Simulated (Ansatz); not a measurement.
Reaction (redistribution): `C[SiH](F)Cl` + `[SiH3][SiH2][InH2]` → `F[SiH](Cl)[SiH2][SiH3]` + `[CH3][InH2]`

Gas-phase electronic energies from Ansatz, PBE0-D4/def2-TZVP geometries. CCSD(T)/CBS adds triple-zeta CCSD(T) − MP2 to the extrapolated MP2 energy (def2 sets, frozen cores). Functionals use def2-TZVPP. B3LYP here is the variant with VWN-RPA as its local correlation; programs differ in this. def2 core potentials past Kr. For In outer-core shells are correlated without core-valence functions, which leaves a few kJ/mol of doubt a bond. One conformer a species, not always the lowest.

```
             level  ΔE (eV)
           ωB97M-V     0.80
            B2PLYP     0.77
             B3LYP     0.76
    MP2/def2-TZVPP     0.78
SCS-MP2/def2-TZVPP     0.76
     HF/def2-QZVPP     0.82
    MP2/def2-QZVPP     0.79
SCS-MP2/def2-QZVPP     0.77
```

(1) What does CCSD(T)/CBS give? (An estimate is asked.)

Largest T1 diagnostic among the species: 0.014.

Answers

(1) The calculation gave: +0.76 eV. The listed levels differ from it by 0.04, 0.01, 0.00, 0.02, 0.00, 0.06, 0.03, 0.01 eV.

In def2-TZVPP, CCSD(T) changes the Hartree–Fock value by −0.07 eV (the triples alone add −0.02 eV) and MP2 by −0.04 eV. From PBE to PBE0 (25 % exact exchange), in def2-TZVPP and without D4, ΔE moves by +0.05 eV.
